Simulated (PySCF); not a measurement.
Worked example: chemical shift, span and skew from a shielding tensor

C4H9FSi, SMILES C[C@H]1C[C@@]1(F)[SiH3]. Atoms are numbered in the order given.

```xyz
15

C     -1.5976    -0.0370     1.5712
C     -1.1882    -0.5851     0.2234
C     -1.1674     0.2710    -1.0199
C      0.1230    -0.2462    -0.4355
F      0.6932    -1.2991    -1.1428
Si     1.4784     0.8556     0.2808
H     -1.1319    -0.6046     2.3932
H     -2.6908    -0.0940     1.6983
H     -1.3090     1.0191     1.6846
H     -1.4687    -1.6292     0.0442
H     -1.3907     1.3389    -0.9278
H     -1.4767    -0.1856    -1.9638
H      2.2711     0.1054     1.2954
H      0.8649     2.0553     0.9188
H      2.3772     1.2923    -0.8234
```
Charge 0, spin multiplicity 1.

Coordinates come from a B3LYP-D3(BJ)/def2-SVP optimisation. The structure was generated by enumeration; whether it is a known compound was not checked.

GIAO shieldings from PySCF with PBE/pcSseg-1, non-relativistic, no solvent. The symmetric part of the tensor of C3 has the principal values 132.1, 148.5, 195.0 ppm. The same nucleus in TMS has σ = 182.0 ppm at this level (PySCF, at its B3LYP-D3(BJ)/def2-TZVP geometry).

**Question.** Work out the isotropic shielding, the ¹³C shift against TMS, the span and the skew.

**Answer.** 
σ(iso) = (σ11 + σ22 + σ33)/3 = 158.5 ppm. δ = σ(ref) − σ(iso) = 182.0 − (158.5) = 23.5 ppm.
Span Ω = σ33 − σ11 = 62.9 ppm. Skew κ = 3(σ(iso) − σ22)/Ω = 0.48. Tumbling in solution averages the tensor to δ; in a static solid the shielding alone would spread this spin-1/2 line over Ω.
